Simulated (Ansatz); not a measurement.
H2OSeZn (`[OH][Zn][SeH]`), one more setting.

```yaml
crystal:
  periodic: [false, false, false]
  atoms:
    - {symbol: O, position_ang: [-1.711188, -0.489277, -0.724650]}
    - {symbol: Zn, position_ang: [-0.163759, -0.261554, 0.115889]}
    - {symbol: Se, position_ang: [1.852542, -0.106717, 1.151076]}
    - {symbol: H, position_ang: [-2.372284, 0.187394, -0.568888]}
    - {symbol: H, position_ang: [2.394670, 0.670155, 0.026573]}
basis:
  gaussian: {orbitals: def2-TZVPP}
hamiltonian: {xc: {name: HF}}
correlation: {active_space: {window: {electrons: 2, orbitals: 1}}}
scf: {lower_state_search: off}
output: {forces: true}
```

```sh
$ ansatz run in.yaml --threads 2 --pin off --events-out ev --progress --plain --max-ram 4352MiB
```

Output, abridged:

```
Functional definition: HF
1134 factors; integrals over basis functions are off by at most 7.8e-4 eV
mean field evaluation 1: about -115747.0540 eV, gradient 4.2e1 eV
mean field evaluation 2: about -115747.3213 eV, gradient 4.3e1 eV
mean field evaluation 4: about -115750.8227 eV, gradient 3.8e0 eV
mean field evaluation 8: about -115750.8747 eV, gradient 6.3e-1 eV
mean field -115750.87624860 eV, -4253.7662433741 hartree, gradient 2.5e-6 eV, S^2 0.000000; 0 other end points of the search recorded, 0 dependent functions left out
reference -115750.87624860 eV, -4253.7662433741 hartree; 37, 37 occupied and 134, 134 virtual orbitals, 1134 factors
state -115750.87624860 eV, -4253.7662433741 hartree
Total energy: -115750.87624860 eV, -4253.7662433741 hartree
Atom 0 at    -1.711188    -0.489277    -0.724650 Å, force    -1.042001     0.991499     0.181540 eV/Å
Atom 1 at    -0.163759    -0.261554     0.115889 Å, force    -0.239624    -0.180358    -0.132819 eV/Å
Atom 2 at     1.852542    -0.106717     1.151076 Å, force     0.633638     0.250813    -0.003697 eV/Å
Atom 3 at    -2.372284     0.187394    -0.568888 Å, force     0.670389    -0.914838    -0.310109 eV/Å
Atom 4 at     2.394670     0.670155     0.026573 Å, force    -0.022402    -0.147117     0.265084 eV/Å
Dipole moment:    -0.067428     0.316181     0.039519 e Å
Checks for a lower state left out: stability, starts, cluster_reference, orbital_swaps, neighbouring_geometries, increment
```

Hardware: 2 threads of an Arm Neoverse V1 on a shared host. Wall time 4.1 s, peak host memory 0.46 GiB.
